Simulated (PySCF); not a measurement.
SMILES Cl[Si](Cl)Cl (Cl3Si), doublet at its PBE0/def2-SVP optimised geometry (Å):

```
4

Cl     1.3683    -0.9727     0.0000
Si    -0.6915    -0.9727     0.0000
Cl    -1.3683     0.9727     0.0000
Cl    -1.3689    -1.9250     1.6961
```

Method: PySCF with unrestricted PBE0/def2-TZVP. Cells within 0.4 Å of a nucleus heavier than hydrogen are left out (blank, or x).

Map of the HOMO−1 amplitude (α) (bohr^(-3/2)) on the plane z = 0.0 Å; orbital energy -9.46 eV, overall sign arbitrary:

```
|4444444444444444444444444444444|
|4444444444444444444444444444444|
|4444444444444444444444444444444|
|4444444444444444444444444444444|
|4455554444444444444444444444444|
|4555555444444444444444444444444|
|5555555544333344444444444444444|
|5555555543322334444444444444444|
|5555566653211233444444444444444|
|5555667753100123444445555544444|
|55566788xxx00123444455555555444|
|55566799xxx00123444555555555544|
|55566799xxx11233445555555555544|
|5556678986432334455566655555554|
|5555667776543344555666666555554|
|5555566666544444556777776555554|
|5555555665544445567899876655554|
|4555555555544445567899986655554|
|44455555555xxx555567xxx76555544|
|44444444444xxx444555xxx55544444|
|44444444444xxx444432xxx33444444|
|4444444444444444432100012344444|
|4444444444445444332100012344444|
|4444444444455444432211123344444|
|4444444444555544433222233344444|
|4444444445555544443333333444444|
|4444444445555544444433344444444|
|4444444445555544444444444444444|
|4444444445555544444444444444444|
|4444444445555544444444444444444|
|4444444444555444444444444444444|
```
Scale: ten equal steps from -0.150 (start of '0') to 0.156 (end of '9'), in the order '0123456789'; x runs from -3.50 to 3.50, y from -3.50 (bottom) to 3.50 (top).
